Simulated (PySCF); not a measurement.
Te(OH)(SH) (H2OSTe), SMILES [Te](S)O. Geometry optimised at B3LYP-D3(BJ)/def2-TZVP. The def2 effective core potentials stand for the cores of Te; spin–orbit coupling is left out. The values are those of a single conformer.

The numbers are results of PySCF with B3LYP-D3(BJ)/def2-TZVP, not measurements.

Harmonic wavenumbers (cm⁻¹): 168, 350, 356, 380, 589, 774, 999, 2644, 3792. Rotational constants (GHz): 9.096, 2.958, 2.282; symmetry number 1.

Task: Work out the zero-point energy and the ideal-gas rigid-rotor harmonic-oscillator thermochemistry at 298.15 K and 1 atm.

Result: ZPE = ½ Σ hcν = ½ × 10051 cm⁻¹ = 14.37 kcal/mol. H − E(el) = 17.96 kcal/mol. Entropy in cal/(mol K): translation 41.43, rotation 26.06, vibration 6.59, total 74.09. G − E(el) = -4.13 kcal/mol. Cp = 16.61 cal/(mol K).
